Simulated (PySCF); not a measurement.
**Computed structure and properties of Nd(CH3)2**

System: Nd(CH3)2 (singlet in the valence; each metal's 4f electrons, 4 of them, lie in its core potential, out of spins and levels); start: template (C2v). Method: PySCF 2.14.0, RKS PBE0, Nd lcecp-0-SVP with ECP50, C def2-SVP, H def2-SVP; non-relativistic Hamiltonian with scalar-relativistic core potentials where named; density fitting; no spin-orbit coupling.

Input of the relaxation:

```python
mol = gto.M(atom='''
Nd     0.00000     0.00000    -0.19525
C      2.43010    -0.00000     0.89225
H      3.18150    -0.00000     0.10265
H      2.55180     0.89000     1.50975
H      2.55180    -0.89000     1.50975
C     -2.43010     0.00000     0.89225
H     -3.18150     0.00000     0.10265
H     -2.55180    -0.89000     1.50975
H     -2.55180     0.89000     1.50975''',
    basis={'Nd': 'lcecp-0-SVP', 'C': 'def2-SVP', 'H': 'def2-SVP'},
    ecp={'Nd': 'lcecp-0-SVP'},
    charge=0, spin=0)
mf = dft.RKS(mol, xc='PBE0')
mf.grids.atom_grid = (50, 194)  # f atoms: unpruned, at least (60, 302)
mf = mf.density_fit()  # fitting sets: Nd AutoAux, C def2-universal-JKFIT, H def2-universal-JKFIT
mf.conv_tol = 1e-08; mf.max_cycle = 55
mf.kernel(dm0)  # dm0: converged density of the start geometry
# quasi-Newton relaxation in Cartesian coordinates to a largest gradient under 0.00045 Eh/bohr, steps kept in the point group
```

Run from Python with OMP_NUM_THREADS=2; the lines above give its settings. Where DIIS fails, smearing, a level shift and second-order steps follow.
It took 47 s on 2 threads of Arm Neoverse V2 (shared host), from the converged density of the start.

Course of the relaxation:

```csv
step,energy above end (eV),largest force component within the symmetry (eV/Å)
0,0.2065,1.345
1,0.1171,0.614
2,0.0703,0.201
3,0.0595,0.149
4,0.0356,0.088
5,0.0278,0.160
6,0.0200,0.174
7,0.0143,0.114
8,0.0104,0.134
9,0.0069,0.111
10,0.0036,0.106
11,0.0009,0.074
12,0.0000,0.019
13,0.0001,0.025
14,0.0000,0.005
```

Relaxed geometry (C2v):

```xyz
9

Nd    0.0000    0.0000   -0.6801
C     2.0714    0.0000    0.8509
H     3.0642    0.0000    0.3577
H     2.0634    0.8815    1.5241
H     2.0634   -0.8815    1.5241
C    -2.0714    0.0000    0.8509
H    -3.0642    0.0000    0.3577
H    -2.0634   -0.8815    1.5241
H    -2.0634    0.8815    1.5241
```

| contact | Å |
| --- | --- |
| Nd1–C2 (CH3) | 2.576 |
| Nd1–C6 (CH3) | 2.576 |

On the finer grid (75, 302):

```yaml
HOMO: not given (4f levels lie in the core)
LUMO: not given (4f levels lie in the core)
Dipole_about_the_centre_of_mass: 6.32 D
Set_of_Mulliken_populations_of_Nd1_outside_the_core_potential: s 2.38, p 6.09, d 0.71, f 0.01
D3_BJ_dispersion_energy_not_in_the_energies: -0.122 eV
```

```json
{"atom": "Nd1", "Mulliken (e)": "0.81", "Löwdin (e)": "0.78", "spin (e)": "0.00"}
{"atom": "C2", "Mulliken (e)": "-0.54", "Löwdin (e)": "-0.47", "spin (e)": "0.00"}
{"atom": "H3", "Mulliken (e)": "0.04", "Löwdin (e)": "0.02", "spin (e)": "0.00"}
{"atom": "H4", "Mulliken (e)": "0.05", "Löwdin (e)": "0.03", "spin (e)": "0.00"}
{"atom": "H5", "Mulliken (e)": "0.05", "Löwdin (e)": "0.03", "spin (e)": "0.00"}
{"atom": "C6", "Mulliken (e)": "-0.54", "Löwdin (e)": "-0.47", "spin (e)": "0.00"}
{"atom": "H7", "Mulliken (e)": "0.04", "Löwdin (e)": "0.02", "spin (e)": "0.00"}
{"atom": "H8", "Mulliken (e)": "0.05", "Löwdin (e)": "0.03", "spin (e)": "0.00"}
{"atom": "H9", "Mulliken (e)": "0.05", "Löwdin (e)": "0.03", "spin (e)": "0.00"}
```

The 4f levels lie in the core potential and are missing. Their spin isn't counted.

On the grid (50, 194), as all that follows. Harmonic modes: 2 unstable but soft, so probably a saddle point, though modes this soft are near the noise (counted below −25 cm⁻¹); lowest -37 cm⁻¹ (negative: unstable), highest 3078 cm⁻¹, zero-point energy 1.752 eV.

Taking off one CH3 (charge -1, singlet; the rest: singlet) in vacuum, both parts rigid, costs 7.92 eV; the small basis without counterpoise inflates it. Most of it is the attraction of opposite charges; other ways to part are cheaper, and one spin state was tried for the rest.

Rigid scan of CH3 along the line from its metal:

distance to C2 (Å), energy (eV) and a bar:
```
     2.28      0.386 ######
     2.38      0.153 ##
     2.48      0.034 #
     2.58      0.000 
     2.68      0.027 
     2.78      0.098 ##
     2.98      0.323 #####
     3.28      0.753 ############
     3.68      1.336 ####################
     4.18      1.960 ##############################
```

One start shape was tried, so this needn't be the lowest isomer.

An lcecp potential fixes the number of 4f electrons, so in runs with it no electron can move into or out of that shell; real Nd(II) is rare or takes another configuration.
